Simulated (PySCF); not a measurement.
Si(H)(OH)2(SeH) (H₄O₂SeSi), SMILES O[SiH](O)[SeH]. Geometry optimised at PBE0-D3(BJ)/def2-SVP. The structure was generated by enumeration, and PubChem lists no compound with its InChIKey, so it may never have been made. The values are those of a single conformer.

Level of theory: PBE0-D3(BJ)/def2-SVP (PySCF 2.14.0).

Harmonic wavenumbers (cm⁻¹): 142, 179, 206, 276, 326, 348, 433, 638, 751, 759, 828, 890, 896, 969, 2334, 2457, 3923, 3929. Rotational constants (GHz): 6.137, 1.998, 1.624; symmetry number 1.

Q: Work out the zero-point energy and the ideal-gas rigid-rotor harmonic-oscillator thermochemistry at 298.15 K and 1 atm.

A: ZPE = ½ Σ hcν = ½ × 20284 cm⁻¹ = 29.00 kcal/mol. H − E(el) = 33.77 kcal/mol. Entropy in cal/(mol K): translation 40.79, rotation 27.18, vibration 13.51, total 81.48. G − E(el) = 9.48 kcal/mol. Cp = 24.33 cal/(mol K). Modes under 150 cm⁻¹ make the vibrational entropy uncertain.
